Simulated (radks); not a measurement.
Question: The niobium ion Nb4+ is in [Kr] 4d1. Method: scalar-relativistic Kohn-Sham, PBEsol, spin-polarised, spherical densities, finite nucleus; Fermi nuclear charge, rms radius of each element as measured or else 0.836 A^(1/3) + 0.57 fm; computed with a radial shooting solver on a logarithmic mesh with Libxc functionals. Open shells are filled with parallel spins first. One electron is removed from 4s, 3d, 4d, 4p in turn, with full relaxation. Which removal costs least, and what does each cost?

Answer: 4d 50.496 eV; 4p 86.253 eV; 4s 111.56 eV; 3d 261.74 eV. The 4d electron leaves first.
